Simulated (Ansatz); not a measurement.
Species: BNH, charge 0, doublet. BNH (SMILES N=[B], doublet).
B3LYP-D3(BJ)/def2-TZVP minimum from Ansatz (a program for electronic structure):
```
N
B 1 1.2337
H 1 0.9930 2 180.00
```
Charge 0, spin multiplicity 2.

Total energies in aug-cc-pVDZ, 9 correlated electrons, 2 frozen orbitals. Open shells are spin-unrestricted; no spin-orbit coupling. Correlated methods leave the cores frozen. No relativity. The UHF reference of HBN ([B]=N, doublet) is spin-contaminated (<S^2> up to 0.10 over the pure value in the sets run).

| method | program | energy (Eh) | minus CCSDT(Q) (mEh) |
|---|---|---|---|
| HF | Ansatz | -79.66253 | 252.15 |
| MP2 | Ansatz | -79.88924 | 25.43 |
| CCSD | Ansatz | -79.90273 | 11.95 |
| CCSD(T) | Ansatz | -79.91282 | 1.86 |
| CCSDT(Q) | Ansatz | -79.91468 | 0.00 |

Rough core times of Ansatz's runs on a shared machine: CCSD(T) under 20 s, CCSDT(Q) 90 s.
